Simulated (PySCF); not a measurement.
## Two-component Hartree-Fock for Br¹⁸⁺ (bromine, charge +18)

Start: [Ne] 3s2 3p5; 3p1/2 filled at m_j = -1/2, +1/2; 3p3/2 filled at m_j = -1/2, +1/2, +3/2. Calculated with PySCF 2.14 in an even-tempered Gaussian basis (19 s from 1.9 bohr⁻², ratio 2.4; 14 p from 2.4 bohr⁻², ratio 2.4; 5 d from 12 bohr⁻², ratio 2.6; 4 f from 17 bohr⁻², ratio 2.6): generalised Hartree-Fock with the X2C-1e Hamiltonian and a Gaussian nucleus; one run each with spin-orbit coupling (SO) switched off, then screened by Boettger's factors.

```tsv
spinor shell	electrons	ε, spin-free (eV)	ε, screened SO (eV)	weight of nominal j (screened SO)	rms radius, screened SO (bohr)
1s1/2	2	-14250.4	-14249.8	1.000	0.0492
2s1/2	2	-2510.5	-2510.2	1.000	0.203
2p1/2	2	-2291.6	-2325.3	1.000	0.178
2p3/2	4	-2291.6	-2275.1	1.000	0.182
3s1/2	2	-839.96	-839.84	1.000	0.518
3p1/2	2	-766.56	-773.17	0.963	0.510
3p3/2	3	-766.56	-763.25	0.976	0.517
```

```json
{"quantity": "E (hartree)", "spin-free": "-2427.71286", "screened SO": "-2427.97809"}
{"quantity": "M_J", "spin-free": "3/2", "screened SO": "3/2"}
{"quantity": "⟨J²⟩", "spin-free": "3.751", "screened SO": "3.751"}
{"quantity": "⟨L²⟩", "spin-free": "2.001", "screened SO": "2.003"}
{"quantity": "⟨S²⟩", "spin-free": "0.750", "screened SO": "0.752"}
```

Each row is a mean over spinors that exchange with the open shell spreads, by up to 11.174 eV (3s1/2).

Without spin-orbit coupling the j labels of p, d and f shells carry no meaning; the spin-free column gives the mean over the occupied spinors of each nl shell.
